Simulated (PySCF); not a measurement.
Ge(F)3(NCO) (CF₃GeNO), SMILES O=C=[N][Ge]([F])([F])[F].

Geometry optimised at B3LYP-D3(BJ)/def2-SVP. This is a generated structure with no PubChem entry under its InChIKey; it may be hypothetical. One conformer was computed; it need not be the lowest.

Method: PBE/def2-TZVP (PySCF).

Isolated molecule, no solvent.

Estimate the frontier levels, gap, dipole moment and polarisability. (An estimate is asked for; the answer gives what the named calculation found.)


| Property | Result |
|---|---|
| highest occupied level | -8.45 eV |
| lowest empty level | -2.63 eV |
| orbital gap | 5.82 eV |
| dipole moment | 0.58 D |
| quadrupole, principal values (traceless, Buckingham form, about the centre of nuclear charge) | -4.10, 1.95, 2.15 D·Å |
| mean static polarisability | 45.1 bohr³ (6.68 Å³) |
| polarisability, principal values | 34.4, 35.1, 65.8 bohr³ |
